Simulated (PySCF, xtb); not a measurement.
3-ethenoxyprop-1-ene (C5H8O), SMILES C(=C)OCC=C.

GFN2-xTB (xtb) at its own geometry gives an orbital gap of 4.57 eV and a dipole moment of 1.66 D.

Geometry optimised at B3LYP-D3(BJ)/def2-SVP. The values are those of a single conformer.

Question: What does ωB97X/def2-TZVP (PySCF) give? (An estimate is asked for; the answer gives what the named calculation found.)

Answer: gap 11.31 eV (levels -8.95 and 2.37 eV), dipole 1.65 D.
